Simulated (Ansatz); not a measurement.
One change: `[SiH3][GeH]([SiH3])[Cl]` becomes `[CH3][GeH]([SiH3])[Cl]`.

Ansatz, PBE0-D4/def2-TZVP geometries, multiplicity 1. 

Scalar relativity is left out up to krypton.

| property | `[SiH3][GeH]([SiH3])[Cl]` |
| --- | --- |
| HOMO energy (B3LYP/def2-TZVPP) / eV | -7.56 |
| size of the dipole moment (PBE/def2-TZVPP) / D | 2.00 |
| LUMO energy (PBE0/def2-TZVPP) / eV | -0.94 |
| HOMO–LUMO gap (ωB97M-V/def2-TZVPP) / eV | 10.68 |
| HOMO–LUMO gap (B3LYP/def2-TZVPP) / eV | 6.44 |
| zero-point energy (PBE0-D4/def2-TZVP) / kJ/mol | 154.9 |

Question: What does the change do to each property? (Best estimate.)

Answer: The calculation gave: 
```
                                      property  `[CH3][GeH]([SiH3])[Cl]`  shift
           HOMO energy (B3LYP/def2-TZVPP) / eV                     -7.69  -0.13
size of the dipole moment (PBE/def2-TZVPP) / D                      2.32   0.32
            LUMO energy (PBE0/def2-TZVPP) / eV                     -0.38   0.56
       HOMO–LUMO gap (ωB97M-V/def2-TZVPP) / eV                     11.44   0.76
         HOMO–LUMO gap (B3LYP/def2-TZVPP) / eV                      7.11   0.67
zero-point energy (PBE0-D4/def2-TZVP) / kJ/mol                     185.9   31.0
```

With PBE0 the HOMO falls by 0.14 eV and the LUMO rises by 0.56 eV, so the gap widens by about 0.70 eV. PBE moves the HOMO by -0.07 eV and ωB97M-V by -0.21 eV. Dipoles are sizes alone; their direction can turn.

Positive LUMOs are unbound, so they and the gaps depend on the basis.

B3LYP here is the variant with VWN-RPA as its local correlation; programs differ in this.
